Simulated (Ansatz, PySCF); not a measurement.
ammonium (H₄N), SMILES [NH4+], charge +1.

Coordinates come from a r2SCAN-D4/def2-TZVPD optimisation.

Two levels are set side by side: PBE/def2-TZVPD (Ansatz, a quantum-chemistry and plane-wave program) and EOM-CCSD/aug-cc-pVDZ (PySCF). PBE by ΔSCF, the other level by its IP root; same geometry, the bases differ. Differences are taken from unrounded values.

```csv
quantity,EOM-CCSD,PBE,PBE minus EOM-CCSD
vertical ionisation energy (eV),26.53,26.44,-0.10
```

On these quantities the two levels nearly agree.
